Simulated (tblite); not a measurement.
Isomers of C5H6N2S. Computed with GFN2-xTB (tblite): harmonic, unscaled wavenumbers at the GFN2-xTB geometry, gas phase. Errors from tens to a few hundred cm⁻¹ against measured bands are possible. One conformer each.

Electronic energies: GFN2-xTB at the same geometries; isomer energies are rough at this level and their order can be wrong.

```csv
SMILES,"electronic energy, lowest = 0 (kcal/mol)"
c1snnc1C1CC1,6.4
C=Cc1nnc(C)s1,0.3
c1nnc(C2CC2)s1,0.0
[H]/N=C\c1ccc(N)s1,5.2
```

Q: How do GFN2-xTB zero-point energies change the relative energies?

A: 
```csv
SMILES,ZPE (kcal/mol),of it from modes above 1550 cm⁻¹,electronic (kcal/mol),"with ZPE, lowest = 0 (kcal/mol)",lowest mode (cm⁻¹),rings
c1nnc(C2CC2)s1,65.0,26.6,0.0,1.2,59,2
C=Cc1nnc(C)s1,63.5,28.7,0.3,0.0,74,1
[H]/N=C\c1ccc(N)s1,63.9,32.5,5.2,5.3,95,1
c1snnc1C1CC1,64.9,26.7,6.4,7.5,53,2
```

The zero-point energies span 1.5 kcal/mol, from `C=Cc1nnc(C)s1` to `c1nnc(C2CC2)s1`. With it `C=Cc1nnc(C)s1` becomes the lowest.

Q: What do entropy and thermal enthalpy add at 298.15 K and 1 bar (rigid rotor, harmonic oscillator, one conformer each)?

A: 
| SMILES | point group | symmetry number | S (cal/(mol K)) | H − H(0) (kcal/mol) | ZPE + H − H(0) − TS (kcal/mol) |
| --- | --- | --- | --- | --- | --- |
| c1nnc(C2CC2)s1 | Cs | 1 | 84.2 | 4.97 | 44.8 |
| C=Cc1nnc(C)s1 | Cs | 1 | 89.2 | 5.71 | 42.6 |
| c1snnc1C1CC1 | Cs | 1 | 84.6 | 4.98 | 44.6 |

Not tabulated: `[H]/N=C\c1ccc(N)s1` (point group not settled).
